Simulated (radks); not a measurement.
Values are calculated unless marked as measured or tabulated.
Fe2+, 24 electrons, occupied as [Ne] 3s2 3p4 3d6 4s2 (not the ground configuration).

Level of theory: scalar-relativistic Kohn-Sham, r2SCAN, spin-polarised, spherical densities, finite nucleus; open shells are filled with parallel spins first; meta-GGA in the generalised Kohn-Sham scheme; Fermi nuclear charge, rms radius 3.7377 fm (a radial shooting solver on a logarithmic mesh with Libxc functionals).

Energy parts (Ry):
part                       energy
total                 -2534.86422
kinetic                2565.47325
electron-nucleus      -6002.12263
Hartree                1011.30134
exchange-correlation   -109.51618

Orbitals (lengths in bohr, moments of r in powers of bohr; r(max) is where P^2 peaks; r(90%) holds 90 % of the orbital's charge):
| orbital | occ. | eigenvalue (Ry) | r(max) | <r^4> | r(90%) |
|---|---|---|---|---|---|
| 1s up | 1 | -519.4690 | 0.03827 | 0.00005446 | 0.104 |
| 1s down | 1 | -519.3610 | 0.03827 | 0.00005442 | 0.104 |
| 2s up | 1 | -63.91299 | 0.2220 | 0.01234 | 0.413 |
| 2s down | 1 | -63.64822 | 0.2219 | 0.01213 | 0.412 |
| 2p up | 3 | -54.82209 | 0.1797 | 0.009470 | 0.386 |
| 2p down | 3 | -54.54938 | 0.1796 | 0.009296 | 0.384 |
| 3s up | 1 | -10.06079 | 0.6934 | 0.8188 | 1.18 |
| 3s down | 1 | -9.18680 | 0.6975 | 0.8781 | 1.20 |
| 3p up | 3 | -7.41941 | 0.7027 | 1.067 | 1.26 |
| 3p down | 1 | -6.57578 | 0.7088 | 1.204 | 1.29 |
| 3d up | 5 | -3.23998 | 0.6769 | 2.364 | 1.51 |
| 3d down | 1 | -2.50754 | 0.6906 | 3.817 | 1.69 |
| 4s up | 1 | -1.88298 | 1.987 | 48.61 | 3.27 |
| 4s down | 1 | -1.78900 | 2.076 | 58.29 | 3.42 |
| 4p up | 0 | -1.32133 | 2.257 | 80.74 | 3.71 |
| 4p down | 0 | -1.26618 | 2.366 | 99.44 | 3.91 |

The highest occupied level is 4s down at -24.341 eV. Spin moment in Bohr magnetons: 6. Summed over all electrons, <r^2> = 23.68 bohr^2, which gives a Langevin (diamagnetic) susceptibility term of -18.8 x 10^-6 cm^3/mol. The electron density at the nucleus is 1.522e+04 e/bohr^3 (large components only). The spin density at the nucleus is 1.891 e/bohr^3 (1s -1.800, 2s -1.993, 3s 3.634, 4s 2.051).
